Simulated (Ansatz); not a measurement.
Start from `FC[CH](F)[GeH3]` and change one atom or group to get `F[CH]([GeH3])CCl`.

Ansatz, PBE0-D4/def2-TZVP geometries, multiplicity 1. Each molecule was computed in one conformer, which needn't be the lowest.

Scalar relativity is left out up to krypton.

```
                                          property  `FC[CH](F)[GeH3]`
size of the dipole moment (ωB97M-V/def2-TZVPP) / D               2.48
  size of the dipole moment (B3LYP/def2-TZVPP) / D               2.45
               HOMO energy (B3LYP/def2-TZVPP) / eV              -8.43
               HOMO–LUMO gap (PBE/def2-TZVPP) / eV               6.91
                 LUMO energy (PBE/def2-TZVPP) / eV              -0.27
                HOMO energy (PBE0/def2-TZVPP) / eV              -8.64
```

Question: What does the change do to each property? (Best estimate.)

Answer: Computed: 
```json
{"property": "size of the dipole moment (ωB97M-V/def2-TZVPP) / D", "`F[CH]([GeH3])CCl`": "2.56", "shift": "0.08"}
{"property": "size of the dipole moment (B3LYP/def2-TZVPP) / D", "`F[CH]([GeH3])CCl`": "2.53", "shift": "0.08"}
{"property": "HOMO energy (B3LYP/def2-TZVPP) / eV", "`F[CH]([GeH3])CCl`": "-8.09", "shift": "0.34"}
{"property": "HOMO–LUMO gap (PBE/def2-TZVPP) / eV", "`F[CH]([GeH3])CCl`": "6.18", "shift": "-0.73"}
{"property": "LUMO energy (PBE/def2-TZVPP) / eV", "`F[CH]([GeH3])CCl`": "-0.77", "shift": "-0.50"}
{"property": "HOMO energy (PBE0/def2-TZVPP) / eV", "`F[CH]([GeH3])CCl`": "-8.32", "shift": "0.32"}
```

With PBE0 the HOMO rises by 0.32 eV and the LUMO falls by 0.31 eV, so the gap narrows by about 0.63 eV. PBE moves the HOMO by 0.21 eV and ωB97M-V by 0.35 eV. Dipoles are sizes alone; their direction can turn.

B3LYP here is the variant with VWN-RPA as its local correlation; programs differ in this.
